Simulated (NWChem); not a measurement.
Correlation energy of NS

```
N
S 1 1.5015
```
Charge 0, spin multiplicity 2.

Everything below was run with NWChem. The geometry was optimised at UPBE0/def2-SVP, a minimum by its harmonic frequencies.

Basis set: 6-31G*. Each correlation energy counts from its own Hartree-Fock reference.

The correlated methods keep 6 core orbitals frozen. The Pople sets run with spherical d functions. The structure started from a generated list of species. The unpaired electrons of the parent sit in orbitals of symmetry b2 (C2v labels of the run); other states weren't searched. No SCF solution was tested for a lower state. Open-shell Hartree-Fock references start from PBE0 orbitals. No row is a measurement; the coupled-cluster row has its own basis-set and correlation limits.

Problem. One of these methods gave a correlation energy of -293.1 mHa. Which?
(A) CCSD(T) on ROHF
(B) CCSD[T] on ROHF
(C) CCSD on ROHF

Solution. C, CCSD on ROHF. The others give -308.7 (CCSD[T] on ROHF), -306.9 (CCSD(T) on ROHF).
